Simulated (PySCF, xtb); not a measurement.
CH7ClSi2, SMILES [SiH3]C[SiH2]Cl.

GFN2-xTB (xtb) at its own geometry gives an orbital gap of 5.61 eV and a dipole moment of 2.03 D.

Geometry optimised at PBE0-D3(BJ)/def2-SVP. One conformer was computed; it need not be the lowest.

What does PBE/def2-TZVP (PySCF) give? (Estimate from the structure and the level; the computed values follow.)

gap 6.70 eV (levels -7.41 and -0.71 eV), dipole 1.86 D.
